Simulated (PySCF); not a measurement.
Species: C₅H₁₅AlS.
Numbering: `[CH3:1][CH2:2][CH2:3][CH2:4][S@@+:5]([CH3:6])[AlH3-:7]` (hydrogens: H8, H9, H10 on C1; H11, H12 on C2; H13, H14 on C3; H15, H16 on C4; H17, H18, H19 on C6; H20, H21, H22 on Al7)

Level: PBE0/pcSseg-1 in PySCF, non-relativistic, on one gas-phase PBE0-D3(BJ)/def2-SVP geometry that isn't relaxed in the solvent. The solvent is an IEF-PCM continuum (van der Waals radii × 1.2). Only the electrostatic response of the medium enters.

Gas phase at PBE0/pcSseg-1: HOMO -7.57 eV, LUMO 0.13 eV, dipole 4.79 D.

Q: What does the continuum do to the energy, the frontier levels and the dipole at PBE0/pcSseg-1 in benzene and acetone?

A: 
```
solvent      ε  E(solvent) − E(gas) (kcal/mol)  polarisation term (kcal/mol)  distortion of the solute (kcal/mol)  HOMO (eV)  LUMO (eV)  dipole (D)
benzene  2.271                           -3.39                         -3.65                                 0.26      -7.75       0.29        5.37
acetone  20.49                           -6.97                         -8.14                                 1.17      -7.85       0.27        6.06
```

The first energy column is the sum of the next two and covers electrostatics alone. From benzene to acetone the lowering changes by a factor 2.05, Onsager's factor (ε − 1)/(2ε + 1) by 2.02 and ε itself by 9.0.

Q: Which radius a makes the point-dipole formula ΔE = −[(ε − 1)/(2ε + 1)]·μ²/a³ give the value in acetone, with the gas-phase dipole?

A: μ = 1.885 au and |ΔE| = 0.01111 Eh give a = 2.80 Å; the farthest nucleus lies 4.38 Å from the centroid of the nuclei, so such a sphere wouldn't even hold the nuclei. The formula assumes a rigid point dipole at the centre of a sphere.

Q: Which Hirshfeld charges (PBE0/pcSseg-1) respond most in acetone (means over atoms taken as equivalent)?

A: 
| atoms | environment | gas (e) | solvent (e) | change |
| --- | --- | --- | --- | --- |
| H20/H21/H22 | Al–H hydrogen | -0.193 | -0.207 | -0.014 |
| H16 | methylene hydrogen | +0.046 | +0.058 | +0.012 |
| H17/H18/H19 | methyl hydrogen | +0.059 | +0.065 | +0.006 |
| C6 | S-methyl carbon | -0.098 | -0.093 | +0.005 |
| C4 | sp3 carbon bound to sulfur | -0.054 | -0.049 | +0.005 |
| H13 | methylene hydrogen | +0.041 | +0.036 | -0.005 |
| H12 | methylene hydrogen | +0.036 | +0.040 | +0.004 |
| S5 | sulfur bonded to Al and 2 C | +0.159 | +0.155 | -0.004 |

Q: Which Mayer bond orders change most in acetone?

A: 
| bond | length (Å) | gas | solvent | change |
| --- | --- | --- | --- | --- |
| S5–Al7 | 2.472 | 0.340 | 0.386 | +0.046 |
| Al7–H20 | 1.602 | 0.882 | 0.857 | -0.025 |
| Al7–H21 | 1.604 | 0.879 | 0.854 | -0.025 |
| C4–S5 | 1.819 | 0.952 | 0.943 | -0.009 |
| Al7–H22 | 1.612 | 0.857 | 0.849 | -0.008 |
| S5–C6 | 1.805 | 0.974 | 0.968 | -0.006 |
| C4–H16 | 1.102 | 0.931 | 0.926 | -0.005 |
| C6–H18 | 1.099 | 0.947 | 0.942 | -0.005 |

Time: 47 s wall; peak memory 1.2 GiB. Hardware: one thread, Arm Neoverse V1 (aarch64), on a shared host. This is the whole shielding run at PBE0/pcSseg-1 in acetone, SCF included.

Conformer computed: `[CH3:1][CH2:2][CH2:3][CH2:4][S@@+:5]([CH3:6])[AlH3-:7]`: C1–C2–C3–C4 180°, C2–C3–C4–S5 -179°, C3–C4–S5–C6 -178°.
